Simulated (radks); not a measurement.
Q: Spherical quantum dot in the effective-mass picture: electrons in a well V = -V0 / (1 + exp((r - R)/a)) with V0 = 4.91, R = 8.59, a = 0.34, with a point charge +2 (a donor) at the centre, all in effective atomic units (hartree* = m*/eps^2 hartree, bohr* = eps/m* bohr), one dielectric constant everywhere. Method: non-relativistic Kohn-Sham, LDA (Slater exchange, Perdew-Wang correlation), spin-polarised, spherical densities; computed with a radial shooting solver with Libxc functionals. Levels are named by radial order and angular momentum (1s, 1p, 1d, 2s, ...), and open shells are averaged over m. At N = 2 the configuration is 1s2. Does electron 3 go into 1p up or 2s up?

A: Into 2s up. The total energies of the other choices lie higher by 0.0376 hartree* (1p up).
